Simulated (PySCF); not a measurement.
## Assignment exercise: C4H3F3OSi

Numbering as in the mapped SMILES `[O:1]=[C:2]1[CH:3]=[CH:4][Si@H:5]1[C:6]([F:7])([F:8])[F:9]`. Hydrogens are named by the atom that carries them.

PySCF 2.14.0 with density-fitted response routines calculation with σ from GIAO-PBE0/pcSseg-1 and GFN2-xTB structure; averaged over atoms made equivalent by symmetry, fast rotation or ring inversion, one conformer, no relativistic terms, gas phase.

δ = σ(ref) − σ, references computed at the same level: TMS for 13C, 1H.

Problem. Assign these signals to the numbered atoms. 13C{1H} NMR (computed): δ 212.7, 187.1, 182.0, 138.4.

Solution. 
```tsv
δ (ppm)	atoms	environment	reason
212.7	C2	carbonyl carbon	–
187.1	C4	β carbon of a C=C–C=O unit	conjugation with the carbonyl draws π density from the β position
182.0	C3	α carbon of a C=C–C=O unit	–
138.4	C6	CF3 carbon	3 electronegative neighbours deshield it
```

Problem. Assign these signals to the numbered atoms. 1H NMR (400 MHz, computed): δ 9.32 (m, 1H), 8.01 (d, 1H), 5.68 (m, 1H).

Solution. 
| δ (ppm) | atoms | environment | reason |
| --- | --- | --- | --- |
| 9.32 | H(C4) | hydrogen on a β carbon of a C=C–C=O unit | – |
| 8.01 | H(C3) | hydrogen on an α carbon of a C=C–C=O unit | – |
| 5.68 | H(Si5) | hydrogen on a silicon bonded to 3 C, in a 4-membered ring | – |

Splittings by 19F in the carbon and heteronuclear signals aren't shown, as no couplings were computed. Shifts are as computed. Against solution values, carbons near 30 ppm lie about +3 ppm off and those near 130 ppm about +5 ppm. Of 1309 compounds with measured shifts, 239 miss one by over three times the rms of a fit or turn the order of signals round; such compounds aren't used in these exercises. Multiplicities follow the n + 1 count of equivalent neighbours, as no J values were calculated; m marks all less simple cases, F and P coupling included.
